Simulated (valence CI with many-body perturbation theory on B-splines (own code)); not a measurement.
Cl11+ in brief

Method: valence CI with perturbative core correlation (CI+MBPT): four valence electrons over a frozen Dirac-Fock core [He], a basis of 11 s, 11 p, 10 d, 8 f, 5 g, 2 h functions for each j, with the one-electron correlation potential Σ1 (screened to all orders), the two-electron term Σ2, the three-electron term Σ3, Breit, model QED; selected single and double excitations, second order for the rest, scaled by the run's own slope (own B-spline code, finite nucleus).

No measured spectrum was set against this ion. As an estimate, levels of excited configurations hold to 0.05 to 0.15 % of their energy, terms of the ground configuration to about 0.5 %. Among the levels kept, up to 850 cm⁻¹ of a level comes from second order outside the variational space, and about a tenth of that is noise between levels of different J, which matters for small intervals.

Rates and lifetimes use the calculated energies. Strong lines usually hold to 10 to 20 %, long lifetimes can be off by a factor of two.

Task: What is the ground level?

Result: 2s2.2p2 3P_0, composition 97 % 2s2.2p2 3P + 1 % 2s2.2p2 1S.

Task: Among levels below 444.57 eV, which E1 lines absorb most strongly from the ground level?

Result: to 2s2.2p.3d 3D°_1 at 3.373 nm, f = 1.15; to 2s.2p2.3p 3D°_1 at 3.252 nm, f = 0.208; to 2s.2p3 3D°_1 at 25.73 nm, f = 0.0741.

Task: How is the term 3P of the ground level split?

Result: J = 0 at 0.00, J = 1 at 0.89, J = 2 at 2.06 eV.

Task: Where does the other parity begin?

Result: At 2s.2p3 5S°_2, 25.52 eV.

Task: How well does LS coupling describe the low levels?

Result: Among the lowest 20 levels the leading LS term, summed over configurations, holds 99 % on average. For single configurations the figures are 98 % in LS and 69 % in jj coupling. Terms hardly mix: every one of these levels is at least 95 % one term.
